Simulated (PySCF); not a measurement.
Vertical excitations of a molecule CH6Cl2OSi2 from TDDFT-ωB97X/def2-SVPD (PySCF), as energy in eV (oscillator strength): 7.96 (0.000), 8.12 (0.003), 8.44 (0.036), 8.62 (0.006), 8.71 (0.137), 9.01 (0.068), 9.19 (0.013), 9.22 (0.003), 9.29 (0.110), 9.32 (0.052). Lowest triplet (TDA): 7.61 eV. The structure is a stationary point at B3LYP-D3(BJ)/def2-SVP. One conformer was computed; it need not be the lowest.

Which structure fits?
(A) OC[Si]([SiH3])(Cl)Cl
(B) O[Si@H](Cl)C[SiH2]Cl
(C) C[SiH2]O[SiH](Cl)Cl
(D) C[Si](Cl)(Cl)O[SiH3]

D, C[Si](Cl)(Cl)O[SiH3]
